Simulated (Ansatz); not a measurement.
Reaction (ligand exchange at a Ga–C bond): `N=[CH][GaH][OH]` + HBr → `[OH][GaH][Br]` + `C=N`

Program: Ansatz. Geometries: PBE0-D4/def2-TZVP. ΔE: electronic, gas phase. CBS: MP2 limit from def2 TZ/QZ plus the TZ coupled-cluster correction, frozen cores. This one scheme is used for every species. Functionals use def2-TZVPP. For Br, Ga outer-core shells are correlated without core-valence functions, which leaves a few kJ/mol of doubt a bond. Scalar relativity is left out up to krypton. One conformer a species, not always the lowest.

```json
{"level": "r2SCAN0-D4", "ΔE (kcal/mol)": "-39.6"}
{"level": "BHLYP-D4", "ΔE (kcal/mol)": "-40.2"}
{"level": "ωB97X-V", "ΔE (kcal/mol)": "-38.0"}
{"level": "B2PLYP", "ΔE (kcal/mol)": "-38.3"}
{"level": "BLYP", "ΔE (kcal/mol)": "-36.2"}
{"level": "LC-ωPBE", "ΔE (kcal/mol)": "-37.7"}
{"level": "CCSD(T)/def2-SVP", "ΔE (kcal/mol)": "-38.3"}
{"level": "MP2/def2-TZVPP", "ΔE (kcal/mol)": "-38.3"}
```

Q: What does CCSD(T)/CBS give? (Estimate.)

A: The calculation gave: -37.4 kcal/mol. The listed levels differ from it by -2.2, -2.8, -0.6, -0.9, 1.2, -0.3, -0.9, -0.9 kcal/mol.

Largest T1 diagnostic among the species: 0.015.

Leaving LDA and LC-ωPBE aside and taking each functional with its dispersion term where it has one, the values, not all of them listed here, spread over 5.0 kcal/mol, from BHLYP-D4 to revPBE-D4. LDA lies +1.4 kcal/mol from PBE without D4. At CCSD(T), def2-SVP lies −1.0 kcal/mol from the extrapolated value and def2-TZVPP +0.2 kcal/mol.
